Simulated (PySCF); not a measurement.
Gas-phase reaction: Zn + Cl₂ ⇌ ZnCl₂

Computed with PySCF and rigid-rotor harmonic-oscillator thermochemistry at 1 bar. † marks an energy on the PBE0/def2-TZVP geometry and frequencies; other levels use their own. MP2 freezes the core. 6-31G* has spherical d functions here. All species are closed-shell singlets. B3LYP is the form with VWN-RPA correlation. Zn: all electrons, no relativistic terms. MP2 isn't extrapolated to the basis-set limit.

```
level               ΔH°(298 K), kJ
------------------  --------------
B3LYP/6-31G*                  -450
B3LYP/def2-TZVP†               ___
HF/6-31G*                     -479
HF/def2-TZVP†                 -425
MP2/def2-SVP†                  ___
PBE/def2-SVP                   ___
PBE/def2-TZVP†                -365
PBE0/def2-SVP†                -426
PBE0/def2-TZVP                -395
ωB97M-V/def2-TZVP†             ___
ωB97X-V/def2-TZVP†            -417
```

Q: What belongs in the gaps?

A: 
- B3LYP/def2-TZVP†, ΔH°(298 K), kJ: -364
- MP2/def2-SVP†, ΔH°(298 K), kJ: -448
- PBE/def2-SVP, ΔH°(298 K), kJ: -398
- ωB97M-V/def2-TZVP†, ΔH°(298 K), kJ: -398
